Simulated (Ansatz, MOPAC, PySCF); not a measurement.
Molecule: GaH, net charge 0, singlet state. SMILES: [GaH]
Geometry: optimised at B3LYP-D3(BJ)/def2-TZVP (Ansatz, an electronic-structure program).

Unscaled harmonic wavenumbers (cm⁻¹) in rising order, each level at the stationary point that it reaches from this structure (no distance between atoms moves by over 0.3 Å); the order of modes can differ between levels, and a negative number is imaginary. B3LYP-D3(BJ)/def2-TZVP (PySCF, at the structure above): 1564.

PM7 (MOPAC): 2410. Zero-point energy 3.4 against 2.2 kcal/mol; where all levels lie over 400 cm⁻¹, the wavenumbers are on average 1.541 times those of B3LYP-D3(BJ)/def2-TZVP.

HF/6-31G* with LANL2DZ past Ar (Ansatz): 1597. Zero-point energy 2.3 against 2.2 kcal/mol; where all levels lie over 400 cm⁻¹, the wavenumbers are on average 1.021 times those of B3LYP-D3(BJ)/def2-TZVP.
